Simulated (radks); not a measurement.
Question: Charge is removed step by step from the 4d down level of Ta17+, starting from [Kr] 4d(up 5, down 5) 4f10. Level of theory: scalar-relativistic Kohn-Sham, r2SCAN, spin-polarised, spherical densities, finite nucleus; open shells are filled with parallel spins first (spin-orbit coupling, left out, can overturn this in heavy ions); meta-GGA in the generalised Kohn-Sham scheme; Fermi nuclear charge, rms radius 5.3507 fm (a radial shooting solver on a logarithmic mesh with Libxc functionals). At the starting occupation the eigenvalue is -604.81 eV. Estimate the energy to remove one whole electron from this level, the eigenvalue at the end, and how far E(n) bends from a straight line.

Answer: Delta-SCF 623.81 eV; final eigenvalue -643.75 eV; the deviation from the straight line is -4.866 eV at 0.5 electron removed, the largest on the grid computed. Slater's transition state (half an electron removed) gives 624.19 eV. Integrating minus the eigenvalue over the occupation (Janak's theorem) gives 624.22 eV. In this scalar-relativistic scheme the density is built from large components alone, so the theorem holds only approximately. The mean slope of the eigenvalue, de/dn, is 38.9 eV per electron.
